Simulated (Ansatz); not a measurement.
`[CH3][Mo]([F])(=[S])=[S]` and `[CH3][W]([F])(=[S])=[S]` differ in one element.

Ansatz, PBE0-D4/def2-TZVP geometries, multiplicity 1. 

Elements past krypton have def2 core potentials.

| property | `[CH3][Mo]([F])(=[S])=[S]` |
| --- | --- |
| HOMO–LUMO gap (PBE/def2-TZVPP) / eV | 2.28 |
| size of the dipole moment (B3LYP/def2-TZVPP) / D | 1.98 |
| size of the dipole moment (PBE/def2-TZVPP) / D | 1.93 |
| LUMO energy (B3LYP/def2-TZVPP) / eV | -3.59 |
| HOMO energy (ωB97M-V/def2-TZVPP) / eV | -9.48 |
| zero-point energy (PBE0-D4/def2-TZVP) / kJ/mol | 108.7 |

Problem. Give the same properties after the change, and the shifts. (An estimate is asked.)

Solution. The calculation gave: 
```tsv
property	`[CH3][W]([F])(=[S])=[S]`	shift
HOMO–LUMO gap (PBE/def2-TZVPP) / eV	2.62	0.34
size of the dipole moment (B3LYP/def2-TZVPP) / D	2.19	0.21
size of the dipole moment (PBE/def2-TZVPP) / D	2.17	0.24
LUMO energy (B3LYP/def2-TZVPP) / eV	-3.18	0.41
HOMO energy (ωB97M-V/def2-TZVPP) / eV	-9.45	0.03
zero-point energy (PBE0-D4/def2-TZVP) / kJ/mol	108.3	-0.4
```

Dipoles are sizes alone; their direction can turn.

B3LYP here is the variant with VWN-RPA as its local correlation; programs differ in this.
